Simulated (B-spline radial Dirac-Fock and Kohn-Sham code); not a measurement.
**Binding energies of Ne at several levels of theory**

System: the free neon atom, configuration [He] 2s2 2p6.

The density-functional columns are spherical, spin-unpolarised Dirac-Kohn-Sham results without Breit or QED terms: −ε is minus the orbital energy of the initial state and ΔSCF the difference of two total energies. The reference in the last column comes from Dirac-Fock ΔSCF + Breit + QED. All numbers are from a radial B-spline solver, in eV; a selection of levels is shown.

```csv
level,PBE −ε,PBE ΔSCF,PBE0 −ε,LDA −ε,LDA ΔSCF,Dirac-Fock
K (1s),830.8,880.1,846.4,825.8,874.8,869.3
L1 (2s),36.40,45.88,40.69,36.12,45.57,49.44
L2 (2p1/2),13.40,22.55,16.05,13.61,22.74,19.88
L3 (2p3/2),13.30,22.44,15.94,13.50,22.62,19.79
```

Q: Order the estimates of the K (1s) level by their distance from the Dirac-Fock value, nearest first.
A. PBE −ε
B. LDA −ε
C. PBE ΔSCF
D. PBE0 −ε
E. LDA ΔSCF

A: E (5.5 eV), C (10.8 eV), D (23.0 eV), A (38.6 eV), B (43.6 eV).

For the outermost level NIST gives 21.56454 eV (measured); the differences from it are PBE −ε -8.27, PBE ΔSCF +0.87, PBE0 −ε -5.62, LDA −ε -8.06, LDA ΔSCF +1.06, Dirac-Fock -1.78 eV.

Values without a named source are computed, but for edge energies of neutral atoms, which are taken from tables.
